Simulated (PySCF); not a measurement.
# Lu (lutetium, neutral) across methods

[Xe] 4f14 5d1 6s2, 2D determinant. Calculation: PySCF 2.14, in x2c-TZVPPall with one added diffuse shell each of s, p, d type (12s8p8d2f2g, 108 functions); the spin-free X2C one-electron Hamiltonian (Gaussian nucleus).

| method | E (hartree) | mean ε 6s α (eV) | mean ε 6s β (eV) | mean ε 5d α (eV) | Σ⟨r²⟩ (bohr²) | ⟨S²⟩ |
| --- | --- | --- | --- | --- | --- | --- |
| PBE | -14563.47 | -4.775 | -4.439 | -2.182 | 74.16 | 0.786 |
| LDA | -14553.86 | -4.947 | -4.608 | -2.134 | 73.40 | 0.763 |
| PW91 | -14565.01 | -4.821 | -4.476 | -2.227 | 74.03 | 0.789 |
| M06-2X | -14564.85 | -5.944 | -5.443 | -3.982 | 73.27 | 0.783 |
| UHF | -14558.34364 | -6.385 | -5.822 | -5.219 | 76.53 | 0.807 |
| r2SCAN | -14563.56 | -4.768 | -4.478 | -2.543 | 73.68 | 0.879 |
| PBE0 | -14563.22 | -5.332 | -4.980 | -3.030 | 74.05 | 0.785 |

Question: Estimate the same row for revPBE.

Answer: E (hartree) = -14563.87; mean ε 6s α (eV) = -4.714; mean ε 6s β (eV) = -4.373; mean ε 5d α (eV) = -2.204; Σ⟨r²⟩ (bohr²) = 74.38; ⟨S²⟩ = 0.804.

Spin-orbit coupling, absent here, splits the open shell strongly.
